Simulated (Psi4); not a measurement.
Sb2, charge -1, doublet, at a GFN2-xTB geometry (a state made from the parent by changing its charge; the spin is typed, not shown lowest) (core potentials on Sb) (a gas-phase anion, which may not be bound at this level). Base run: PBE0/def2-TZVP (Psi4).

Psi4 was given this input:
```
memory 2 GB

molecule {
-1 2
  Sb   -0.00000000   -0.00000000   -1.26045579
  Sb    0.00000000    0.00000000    1.26045579
}

set basis def2-tzvp
set reference uks

energy('pbe0')
print_variables()
```

The base run was repeated with changes; each row names its change, and settings that it needs were set with it.

```json
[
 {"change": "base", "basis functions": "100", "E (Eh)": "-480.58756", "core-seconds (rough)": "10"},
 {"change": "basis = def2-SVP", "basis functions": "52", "E (Eh)": "-480.56751", "core-seconds (rough)": "6"},
 {"change": "basis = def2-SV(P)", "basis functions": "52", "E (Eh)": "-480.56751", "core-seconds (rough)": "6"},
 {"change": "basis = def2-SVPD", "basis functions": "64", "E (Eh)": "-480.57175", "core-seconds (rough)": "7"},
 {"change": "basis = def2-TZVPP", "basis functions": "100", "E (Eh)": "-480.58756", "core-seconds (rough)": "10"},
 {"change": "basis = def2-TZVPD", "basis functions": "112", "E (Eh)": "-480.58959", "core-seconds (rough)": "10"},
 {"change": "basis = def2-QZVP", "basis functions": "164", "E (Eh)": "-480.59230", "core-seconds (rough)": "20"},
 {"change": "basis = def2-QZVPP", "basis functions": "164", "E (Eh)": "-480.59230", "core-seconds (rough)": "20"}
]
```

Totals compare only among sets that treat the same electrons; sets with core potentials leave the core out.

Open shells are given as the SCF converged; they aren't shown to be the lowest states, and a large step between rows can be another state.

A gas-phase anion may not be bound at this level; its values then depend on the basis.
